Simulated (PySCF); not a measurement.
C4H4BFO.
Structure used (GFN2-xTB), in Å, numbered top down from 1:
```
atom  x, y, z in Å
F1     2.8304    1.0791   -0.1586
B2     2.1139   -0.0229   -0.0505
C3     0.5833    0.0549   -0.0211
C4    -0.3574   -0.9556    0.0848
C5    -1.6235   -0.3491    0.0649
C6    -1.3826    0.9927   -0.0508
O7    -0.0805    1.2420   -0.1024
H8     2.6941   -1.0395    0.0188
H9    -0.1433   -2.0017    0.1654
H10   -2.5787   -0.8286    0.1269
H11   -2.0504    1.8314   -0.1033
```

The closed-shell SCF was solved with PySCF and density fitting under several settings on one GFN2-xTB geometry (grid level 2 and gas phase unless stated).

| settings | basis functions | SCF cycles | E (Eh) | HOMO (eV) | LUMO (eV) | dipole (D) |
| --- | --- | --- | --- | --- | --- | --- |
| PBE0/pcSseg-1 | 139 | 14 | -354.3540 | -7.23 | -1.52 | 2.68 |
| PBE0/def2-SVPD | 178 | 14 | -354.1446 | -7.26 | -1.61 | 2.77 |

Question: Estimate the row for these settings: PBE0/def2-TZVP, damping 0.2 at the start, DIIS from the seventh cycle.

Answer: 
| settings | basis functions | SCF cycles | E (Eh) | HOMO (eV) | LUMO (eV) | dipole (D) |
| --- | --- | --- | --- | --- | --- | --- |
| PBE0/def2-TZVP, damping 0.2 at the start, DIIS from the seventh cycle | 241 | 16 | -354.5280 | -7.16 | -1.52 | 2.67 |

Question: Over all rows, what range does the HOMO–LUMO gap span?

Answer: From 5.64 eV (PBE0/def2-TZVP, damping 0.2 at the start, DIIS from the seventh cycle) to 5.71 eV (PBE0/pcSseg-1).

Question: And the dipole moment?

Answer: From 2.67 D (PBE0/def2-TZVP, damping 0.2 at the start, DIIS from the seventh cycle) to 2.77 D (PBE0/def2-SVPD); the largest is 1.04 times the smallest, and the median is 2.68 D.

Question: Compare two rows with the functional PBE0: PBE0/pcSseg-1 and PBE0/def2-SVPD. Which energy is lower, and by how much?

Answer: PBE0/pcSseg-1 (139 functions) lies 0.2094 Eh or 131 kcal/mol below PBE0/def2-SVPD (178 functions). The smaller set gives the lower energy; the two sets aren't nested, so the variational bound doesn't order them by size.

Cycle counts include a coarse-grid stage where the run had one.

One conformer stands for the species.
